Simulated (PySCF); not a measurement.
Ge(OH)(SiH3) (GeH₄OSi), SMILES [OH][Ge][SiH3] (connectivity only; charge and spin as stated), neutral, multiplicity 1.

Geometry optimised at B3LYP-D3(BJ)/def2-SVP. The values are those of a single conformer.

Calculation: PySCF with HF/def2-TZVPD.

Isolated molecule, no solvent.

Estimate the frontier levels, gap, dipole moment and polarisability. (Estimate from the structure and the level; the computed values follow.)


```json
{
  "highest_occupied_level": "-8.57 eV",
  "lowest_empty_level": "0.33 eV",
  "orbital_gap": "8.90 eV",
  "dipole_moment": "1.05 D",
  "quadrupole, principal values (traceless, Buckingham form, about the centre of nuclear charge)": "-8.36, 2.74, 5.62 D·Å",
  "mean_static_polarisability": "70.2 bohr³ (10.40 Å³)",
  "polarisability_principal_values": "56.0, 62.4, 92.2 bohr³"
}
```
